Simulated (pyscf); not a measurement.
`[CH2-][Cl]`, singlet

Gas-phase minimum from PySCF at ωB97X-D3(BJ)/def2-SVPD, one conformer. 

SMILES: [CH2-]Cl
```xyz
4

C     -0.9981    -0.3406    -0.4668
Cl    -0.7291     0.2879     1.3630
H     -0.8755    -1.4317    -0.2800
H     -2.1053    -0.2292    -0.5121
```
Charge -1, spin multiplicity 1.

Bonds (Å): C1–Cl2 1.953, C1–H3 1.114, C1–H4 1.114. Bond angles (°): Cl2–C1–H3 98.2, Cl2–C1–H4 98.2, H3–C1–H4 102.4.

Properties at ωB97X-D3(BJ)/def2-SVPD:

| Item | Result |
|---|---|
| Harmonic wavenumbers, unscaled | 446, 1061, 1066, 1395, 2938, 3000 cm⁻¹ |
| Zero-point energy | 14.2 kcal/mol |
| Rotational symmetry number | 1 |
| Entropy of this conformer at 298 K and 1 atm, rigid rotor and harmonic oscillator, modes under 100 cm⁻¹ raised to 100 | 244.2 J/(mol K) |
| Dipole moment | depends on origin |

Single-point totals, which compare only within one level (frozen core for MP2 and CC):

```csv
level,total energy (hartree)
ωB97X-D3(BJ)/def2-TZVPD,-499.51873
PBE/def2-TZVPD,-499.24952
r²SCAN/def2-TZVPD,-499.43347
B3LYP-D3(BJ)/def2-TZVPD,-499.51700
PBE0-D3(BJ)/def2-TZVPD,-499.28879
M06-2X/def2-TZVPD,-499.45379
ωB97M-D3(BJ)/def2-TZVPD,-499.55371
HF/def2-TZVPPD,-498.48685
MP2/def2-TZVPPD,-498.86832
CCSD/def2-TZVPPD,-498.89643
CCSD(T)/def2-TZVPPD,-498.91514
```

The CCSD(T) − MP2 part came from Ansatz, without density fitting, on the same reference.
